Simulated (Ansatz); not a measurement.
Na₄Li₃⁻, relaxed as a singlet with RKS PBE/def2-SVPD in Ansatz, starting from the GFN2-xTB geometry. Force threshold 0.02 eV/Å.

The restricted singlet is unstable towards broken spin symmetry in Hartree–Fock (as tested in another run); at PBE/def2-SVPD this wasn't settled. The highest occupied level of the charge -1 singlet lies above zero (up to 0.10 eV). The electron is either unbound and held by the finite basis, or the level is raised by self-interaction error. Another isomer (singlet) lies 0.03 eV lower at r2SCAN/def2-TZVPD; other spin states weren't run for this one.

Start:

```xyz
7

Li   -0.544    1.294    0.667
Li    2.142   -0.122    1.356
Li    1.302   -2.347    0.084
Na    1.602    0.528   -2.505
Na   -0.378   -1.379    2.334
Na   -2.345   -1.357   -1.467
Na   -1.777    3.384   -0.468
```

| step | energy (eV) | largest force component (eV/Å) | SCF passes |
| --- | --- | --- | --- |
| 1 | -18258.0912 | 0.608 | 33 |
| 2 | -18258.4315 | 0.379 | 34 |
| 3 | -18258.6701 | 0.326 | 35 |
| 4 | -18258.8409 | 0.168 | 33 |
| 5 | -18258.9006 | 0.105 | 33 |
| 6 | -18258.9309 | 0.042 | 33 |
| 7 | -18258.9364 | 0.018 | 33 |
| 8 | -18258.9378 | 0.012 | 30 |
| 9 | -18258.9385 | 0.006 | 29 |
| 10 | -18258.9392 | 0.007 | 29 |

Force components are those of the run's own axes.

End:

```xyz
7

Li   -0.508    0.586    0.641
Li    2.277    0.214    1.190
Li    0.761   -1.962   -0.316
Na    1.325    0.709   -1.951
Na   -0.336   -1.520    2.787
Na   -2.084   -1.042   -1.462
Na   -1.436    3.015   -0.890
```

Bonds formed: Li1–Li3, Li1–Na4, Li1–Na6, Li2–Na4, Li3–Na4, Li3–Na6, Na4–Na6, Na4–Na7 (atoms count from 1). Metal–metal contacts that move far: Li2–Na5 2.98 to 3.52 Å.

The force fell under the threshold at step 7, but the optimiser went on and released 0.003 eV more. No frequencies were taken in this run, so the end may be a saddle point.

Run time 21 s (4 threads of Arm Neoverse V2 on a shared host).
